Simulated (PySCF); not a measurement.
# `InChI=1S/C5H9NO2/c1-8-4-2-3(4)5(6)7/h3-4H,2H2,1H3,(H2,6,7)/t3-,4+/m0/s1`

Molfile (atoms numbered from 1):
```
C5H9NO2
     RDKit          3D

 17 17  0  0  0  0  0  0  0  0999 V2000
   -2.0037   -1.2240    0.5964 C   0  0  0  0  0  0  0  0  0  0  0  0
   -0.9260   -0.3787    0.9379 O   0  0  0  0  0  0  0  0  0  0  0  0
   -0.6938    0.6131   -0.0159 C   0  0  2  0  0  0  0  0  0  0  0  0
    0.1181    0.3060   -1.2361 C   0  0  0  0  0  0  0  0  0  0  0  0
    0.6790    1.2120   -0.1634 C   0  0  2  0  0  0  0  0  0  0  0  0
    1.8780    0.7948    0.6348 C   0  0  0  0  0  0  0  0  0  0  0  0
    1.8439   -0.4636    1.1319 N   0  0  0  0  0  0  0  0  0  0  0  0
    2.8333    1.5306    0.7645 O   0  0  0  0  0  0  0  0  0  0  0  0
   -1.7984   -1.7782   -0.3256 H   0  0  0  0  0  0  0  0  0  0  0  0
   -2.1250   -1.9196    1.4243 H   0  0  0  0  0  0  0  0  0  0  0  0
   -2.9259   -0.6482    0.4649 H   0  0  0  0  0  0  0  0  0  0  0  0
   -1.5379    1.2931   -0.1281 H   0  0  0  0  0  0  0  0  0  0  0  0
   -0.1651    0.7396   -2.1825 H   0  0  0  0  0  0  0  0  0  0  0  0
    0.5519   -0.6799   -1.3093 H   0  0  0  0  0  0  0  0  0  0  0  0
    0.7154    2.2703   -0.3906 H   0  0  0  0  0  0  0  0  0  0  0  0
    0.9520   -0.9233    1.2353 H   0  0  0  0  0  0  0  0  0  0  0  0
    2.5972   -0.7319    1.7446 H   0  0  0  0  0  0  0  0  0  0  0  0
  1  2  1  0
  2  3  1  0
  3  4  1  0
  4  5  1  0
  5  6  1  0
  6  7  1  0
  6  8  2  0
  5  3  1  0
  1  9  1  0
  1 10  1  0
  1 11  1  0
  3 12  1  6
  4 13  1  0
  4 14  1  0
  5 15  1  6
  7 16  1  0
  7 17  1  0
M  END
```

Computed, not measured: PySCF, TDDFT wB97X-D/aug-cc-pVDZ circular dichroism and optical rotation, one conformer, gas phase. Geometry: GFN2-xTB.

The molecule is flexible and this is one conformer; a measurement averages over conformers. Singlets 11 and 12, 14 and 15 lie within 0.01 eV of each other, so their separate moments and overlaps can depend on how they mix.

Draw the ECD and absorption spectra from the lowest 16 states, each a Gaussian of half-width 0.35 eV at 1/e height.


```tsv
E (eV)	λ (nm)	Δε (L mol⁻¹ cm⁻¹)	ε (L mol⁻¹ cm⁻¹)
5.17	240	-0.61	5.89
5.32	233	-1.72	16.7
5.47	227	-3.37	32.7
5.62	221	-4.58	44.5
5.77	215	-4.30	42.6
5.92	209	-2.75	34
6.07	204	-0.96	51.2
6.22	199	+0.80	161
6.37	195	+3.14	452
6.52	190	+5.54	957
6.67	186	+4.72	1600
6.82	182	-2.86	2360
6.97	178	-14.90	3430
7.12	174	-22.46	5050
7.27	171	-18.62	7000
7.42	167	-5.95	8400
7.57	164	+6.68	8510
7.72	161	+12.61	7470
7.87	158	+11.10	5810
```
Δε uses R in velocity form, ε uses f in length form. Only the states computed contribute, so the short-wavelength end is incomplete.
